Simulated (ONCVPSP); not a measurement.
# What one change does to a pseudopotential (cobalt, ONCV)

| Property | Result |
| --- | --- |
| Element | Co (Z = 27) |
| Generator | ONCVPSP 4.0.1 |
| Type | optimised norm-conserving Vanderbilt (ONCV) |
| Functional | PW91 |
| Relativity | scalar-relativistic |
| Frozen core | [Ne] |
| Valence charge | 17 |
| Reference configuration | 3s2 3p6 3d7 4s1 (charge +1) |
| Partial waves | 3s+4s: rc 1.45 bohr, ncon 4, nbas 8, qcut 10.8 1/bohr, 3 projectors, debl 3.3 Ha; 3p: rc 0.85 bohr, ncon 4, nbas 8, qcut 11.4 1/bohr, 2 projectors, debl 3.5 Ha; 3d: rc 1.70 bohr, ncon 4, nbas 9, qcut 9.7 1/bohr, 2 projectors, debl 1.2 Ha |
| Local potential | polynomial inside 0.60 bohr (lpopt 5, dvloc0 2 Ha) |
| Core correction | Teter function, fcfact 3, rcfact 1.65 |

Change: d: rc 1.6.

Cutoffs: the cutoffs (Ha) at which the residual kinetic energy of the hardest occupied pseudo-wave falls to 1 and 0.1 mHa per electron; they do not see the model core or the augmentation charge, which bear on the density cutoff. Errors are all-electron minus pseudo energies relative to the spin-unpolarised reference configuration.

Problem. What does the change do?

Solution. The potential gets neither clearly harder nor softer (48 Ha and 116 Ha → 48 Ha and 116 Ha); of the 4 tests that both files solve, the error grows in 0 and shrinks in 2 by more than 15 % and 0.3 meV (median size 39.8 → 31.4 meV); neither file shows a bound ghost.

```csv
quantity,base,changed
"cutoff, loose",48 Ha,48 Ha
"cutoff, tight",116 Ha,116 Ha
loose cutoff by channel,"s 30 Ha, p 48 Ha, d 36 Ha","s 30 Ha, p 48 Ha, d 38 Ha"
bound ghosts,none,none
GHOST(+) flags under 300 eV,none,none
"error for 3s2 3p6 3d7 4s2, meV [ΔE -9.10 eV]",+2.9,+2.7
"error for 3s2 3p6 3d7 4s0, meV [ΔE 16.84 eV]",+1.2,+1.1
"error for 3s2 3p6 3d6 4s0, meV [ΔE 52.82 eV]",+77,+60
"error for 3s2 3p6 3d6 4s2 4p1, meV [ΔE 0.60 eV]",+139,+113
s: phases at 1.47 bohr within 0.05 rad from the reference energy up to (Ha; the scan ends near 5),to the end of the scan,to the end of the scan
p: phases at 0.86 bohr within 0.05 rad from the reference energy up to (Ha; the scan ends near 5),to the end of the scan,to the end of the scan
"rms error of d²Exc/dni dnj with the model core, mHa",2.03,1.99
```
